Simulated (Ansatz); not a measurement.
Consider the hydrogen abstraction from the Si–H bond: `CO[SiH](O)F` + F• → `CO[Si](O)F`• + H–F.

Computed with Ansatz on PBE0-D4/def2-TZVP structures; ΔE is electronic, products minus reactants. CCSD(T)/CBS is the MP2 limit (def2-TZVPP, def2-QZVPP) plus CCSD(T) − MP2 in def2-TZVPP, frozen cores. This one scheme is used for every species, atoms too. DFT in def2-TZVPP. B3LYP here is the variant with VWN-RPA as its local correlation; programs differ in this. No spin–orbit coupling; open shells (•) take unrestricted orbitals. Spin–orbit coupling would lower the free atoms: a little for F. Each species was taken in one conformer, which may not be the lowest.

CCSD(T)/CBS gives -1.64 eV.

(1) Another level gave -1.81 eV. Which?
A. LDA (SPW92)/def2-TZVPP
B. B3LYP-D4/def2-TZVPP
C. BLYP-D4/def2-TZVPP
D. r2SCAN/def2-TZVPP

(2) What do rigid-rotor, harmonic-oscillator terms from PBE0-D4/def2-TZVP frequencies (298.15 K, 1 bar) make of the CCSD(T)/CBS value? (Estimate.)

Largest T1 diagnostic among the species: 0.014.

Answers

(1) C. BLYP-D4 -1.81, r2SCAN -1.71, B3LYP-D4 -1.60, LDA (SPW92) -2.40 eV.

(2) The calculation gave: ΔZPE = 0.00 eV, ΔH = -1.62 eV, ΔS = 22 J/(mol·K), ΔG = -1.69 eV. Open shells count their whole term as degenerate.

Leaving LDA and LC-ωPBE aside and taking each functional with its dispersion term where it has one, the values, not all of them listed here, spread over 0.76 eV, from PBE-D4 to BHLYP-D4. LDA lies −0.44 eV from PBE without D4. In def2-TZVPP, CCSD(T) changes the Hartree–Fock value by −0.99 eV (the triples alone add −0.09 eV) and MP2 by −1.29 eV.

CCSD(T)/CBS has its own doubt, a few kJ/mol and more with outer-core shells, so smaller differences from it don't rank the levels.
